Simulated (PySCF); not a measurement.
## Excitation energy of S by level of theory

S [Ne] 3s2 3p4 (3P) → S [Ne] 3s1 3p4 4s1 (5P), as a difference of total energies. Calculation: PySCF 2.14, in aug-cc-pwCVTZ; the non-relativistic Hamiltonian (point nucleus). Correlated levels: valence and next inner shell: 1s2 frozen. The calculations carry no spin-orbit coupling.

| method | excitation energy (cm⁻¹) |
| --- | --- |
| UHF | 132820 |
| MP2 (valence and next inner shell) | 136070 |
| SCS-MP2 (valence and next inner shell) | 137360 |
| CCSD (valence and next inner shell) | 134150 |
| CCSD(T) (valence and next inner shell) | 132260 |

The upper state lies above the first ionisation limit, where it may autoionise and the basis confines it. A Rydberg-like electron needs more diffuse functions than a valence basis has.

The promoted electron is Rydberg-like, and one or two diffuse shells describe it only roughly, which tends to raise the upper state.

The coupled-cluster amplitudes are large for the upper state (T1 above 0.03 or a double amplitude above 0.15), so a single reference is strained.
